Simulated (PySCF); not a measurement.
# One molecule, several mistakes: BCGeH6Si cation

All numbers below are calculated, not measured. They come from PySCF 2.14.0, an open-source quantum chemistry program, on an isolated molecule that a program drew, which may never have been made. The molecule is BCGeH6Si cation (charge +1, singlet), drawn as the SMILES string `[SiH3][B+][CH]=[GeH2]`.

Each row is a Hartree-Fock (HF) and frozen-core CCSD(T) single point in the cc-pV(D+d)Z basis, meant for a local HF minimum. Run 1 is clean. Each other run has one planted mistake out of seven kinds, and not every kind appears here: one electron removed, one electron added, multiplicity raised by two, geometry at a saddle point, minimal basis STO-3G, one bond length entered in bohr, all coordinates scaled. The reference is restricted for singlets and unrestricted otherwise, and also for a bond in bohr. Adding or removing an electron swaps singlet and doublet. Electrons count all cores. HOMO and LUMO are orbital energies over both spins, the gradient is its largest component, and the lowest frequency (negative if imaginary) is given only where the gradient is small. Bond lengths are over the 9 bonds as drawn. T1 is the CCSD diagnostic: over 0.02 (restricted) or 0.045 (unrestricted) a single reference is doubtful. Germanium has the cc-pVDZ-PP basis, with a core potential (ECP10MDF) in place of its 10 inner electrons, and its 3s, 3p and 3d shells are frozen in CCSD(T).

Geometry of the clean run:
```xyz
10
BCGeH6Si cation, angstrom
Si   -0.9175   -2.4894   -1.1882
B     0.6508   -1.4320   -0.4006
C     1.7377   -0.7309    0.1906
Ge    2.3621   -1.2243    1.8273
H    -0.4318   -3.0769   -2.4462
H    -2.0134   -1.5269   -1.3781
H    -1.2207   -3.5049   -0.1633
H     2.2195    0.1060   -0.3088
H     1.7406   -2.3787    2.5801
H     3.5142   -0.4964    2.4761
```

| run | electrons | basis functions | <S^2> | HOMO (eV) | LUMO (eV) | gradient (hartree/bohr) | lowest frequency (cm^-1) | mean bond (Å) | longest bond (Å) | T1 | HF (hartree) | CCSD(T) (hartree) | mistake |
|---|---|---|---|---|---|---|---|---|---|---|---|---|---|
| 1 | 62 | 104 | 0.000 | -14.93 | -4.54 | 1.2e-05 | 34 | 1.5350 | 2.049 | 0.0155 | -648.05366 | -648.50454 | no fault |
| 2 | 62 | 104 | 0.858 | -13.85 | -4.50 | 9.0e-03 | - | 1.6808 | 2.786 | 0.0407 | -647.94482 | -648.38402 | one bond length entered in bohr |
| 3 | 63 | 104 | 0.915 | -6.25 | 1.59 | 3.0e-02 | - | 1.5350 | 2.049 | 0.0283 | -648.25138 | -648.71657 | one electron added |
| 4 | 61 | 104 | 0.974 | -20.61 | -13.62 | 7.9e-02 | - | 1.5350 | 2.049 | 0.0488 | -647.47974 | -647.91240 | one electron removed |
| 5 | 62 | 104 | 0.000 | -13.99 | -4.58 | 4.1e-02 | - | 1.6640 | 2.221 | 0.0180 | -647.99746 | -648.46344 | ? |

**Which mistake was planted in run 5, and what did it cost?**

The mean and the longest bond both change by the same factor, 1.084, and the gradient is no longer small. So the mistake is: all coordinates scaled. Subtracting run 1 and multiplying by 627.51 kcal/mol a hartree, the energy moved by 35.3 kcal/mol in HF and 25.8 kcal/mol in CCSD(T).

Cautions from the logs. Run 4: T1 is over the limit, so its CCSD(T) energy is less reliable.
